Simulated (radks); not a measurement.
Problem. The mean radii <r> (bohr) of the occupied orbitals of an atom or ion are listed with their occupations. Method: non-relativistic Kohn-Sham, SCAN, spin-polarised, spherical densities, point nucleus; meta-GGA in the generalised Kohn-Sham scheme; computed with a radial shooting solver on a logarithmic mesh with Libxc functionals.

| orbital | occ. | <r> |
|---|---|---|
| 1s up | 1 | 0.02020 |
| 1s down | 1 | 0.02020 |
| 2s up | 1 | 0.08522 |
| 2s down | 1 | 0.08522 |
| 2p up | 3 | 0.07211 |
| 2p down | 3 | 0.07211 |
| 3s up | 1 | 0.2160 |
| 3s down | 1 | 0.2160 |
| 3p up | 3 | 0.2064 |
| 3p down | 3 | 0.2064 |
| 3d up | 5 | 0.1810 |
| 3d down | 5 | 0.1810 |
| 4s up | 1 | 0.4803 |
| 4s down | 1 | 0.4803 |
| 4p up | 3 | 0.4872 |
| 4p down | 3 | 0.4872 |
| 4d up | 5 | 0.5026 |
| 4d down | 5 | 0.5024 |
| 5s up | 1 | 1.145 |
| 5s down | 1 | 1.132 |
| 4f up | 7 | 0.5655 |
| 4f down | 7 | 0.5611 |
| 5p up | 3 | 1.259 |
| 5p down | 3 | 1.242 |
| 5d up | 5 | 1.723 |

Name the element and its charge.

Solution. Z = 75, rhenium, charge +2: Re2+ in [Xe] 4f14 5d(up 5, down 0). The 1s radius gives Z: for a bare nucleus <r> = 1.5/Z, 0.02 bohr for Z = 75, and screening makes it slightly larger (0.02020 here). The occupations add up to 73, and the charge is Z minus that.
